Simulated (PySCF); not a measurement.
**Mass spectrum arithmetic for `CC#CP1CC[C@@H]([SiH3])C1`**

Species: `CC#CP1CC[C@@H]([SiH3])C1`.

Calculated from isotope tables alone.

(1) Find the molar and monoisotopic masses of C7H13PSi.

(2) Work out the cluster of the molecular ion M+•, one line a nominal mass.

(3) Protons, neutrons, electrons, and exact less nominal mass of the monoisotopic species?

(4) Which m/z would the protonated, sodiated and deprotonated molecule have?

(5) What resolving power m/Δm just matches the spacing of the species with one 29Si and with one 13C?

(6) Elemental analysis, calculated?

Answers

(1) For C7H13PSi, with standard atomic weights, 7 × 12.011 + 1 × 30.974 + 1 × 28.085 + 13 × 1.008 = 156.240 g/mol. From the most abundant isotopes (12C, 31P, 28Si, 1H), 7 × 12.000000 + 1 × 30.973762 + 1 × 27.976927 + 13 × 1.007825 = 156.0524 u.

(2) 
| nominal mass | m/z (centroid) | relative intensity |
| --- | --- | --- |
| 156 | 156.0519 | 100.0 |
| 157 | 157.0538 | 12.8 |
| 158 | 158.0500 | 4.0 |
| 159 | 159.0526 | 0.3 |

Lines under 0.1 % of the tallest are left out. One electron mass, 0.00055 u, is taken off. Abundances used (%; other tables differ somewhat): 12C 98.93, 13C 1.07; 28Si 92.2297, 29Si 4.6832, 30Si 3.0872; 1H 99.9885, 2H 0.0115.

(3) 84 protons, 72 neutrons and 84 electrons; 156.0524 − 156 = +0.0524 u.

(4) [M+H]+ 157.0597, [M+Na]+ 179.0416, [M−H]− 155.0451, for the monoisotopic species (arithmetic only; whether such ions form is another matter).

(5) They lie 0.00379 u apart at mass 157.05, so m/Δm is about 41000.

(6) C 53.81 %, P 19.82 %, Si 17.98 %, H 8.39 %.
